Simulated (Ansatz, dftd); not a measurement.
Reaction: C2H5N (N-methylmethanimine, SMILES C=NC) → C2H4N (SMILES [CH]=NC, doublet) + H (doublet) (the C-H bond breaks)
Each species at its own B3LYP-D3(BJ)/def2-TZVP minimum (Ansatz, a quantum-chemistry and plane-wave program).

Property: bond dissociation energy (electronic), in kcal/mol. Radicals and triplets start from unrestricted determinants; spin-orbit coupling is neglected. Cores are frozen in correlated methods. Rows without X2C or -DK are non-relativistic. CBS(X,Y): correlation extrapolated as X^-3, Hartree-Fock from the larger set. A bracket is a step between two methods taken in the basis named. The functionals are non-relativistic, so their misses hold any scalar relativity. Double hybrids freeze cores in their MP2 part. 'core' is core correlation in cc-pwCVTZ, 'X2C' scalar relativity in cc-pVTZ-DK, both at CCSD(T). Where a partner has so few electrons that a lower coupled-cluster level is exact, that level stands in. The UHF reference of C2H4N ([CH]=NC, doublet) is spin-contaminated (<S^2> up to 0.07 over the pure value in the sets run).

Compared with CCSD(T)/CBS(cc-pVTZ,cc-pVQZ) + [CCSDT(Q) - CCSD(T)]/cc-pVDZ + core + X2C (Ansatz): 103.9 kcal/mol.

Costs are rough ratios of core time, to one figure, on one kind of shared machine, summed over the single points of the molecules; atoms, geometries and frequencies are left out. The first row took roughly 10 core seconds; short runs hold start-up time.

| level | program | cost relative to the first row | difference (kcal/mol) |
|---|---|---|---|
| r2SCAN-D3(BJ)/def2-TZVPD | Ansatz + dftd3 | 1 | -4.7 |
| r2SCAN/def2-TZVPD | Ansatz | 1 | -4.8 |
| B2PLYP/def2-TZVPD | Ansatz | 1 | -3.7 |
| wB97M-V/def2-TZVPD | Ansatz | 1 | -0.7 |
| wB97X-V/def2-TZVPD | Ansatz | 2 | -1.3 |
| CCSD(T)/cc-pVDZ | Ansatz | 2 | -3.4 |
| CCSDT(Q)/cc-pVDZ | Ansatz | 50 | -3.8 |

The dearest row costs roughly 50 times the first. Costs within a factor of two don't rank. The table holds for this case alone.
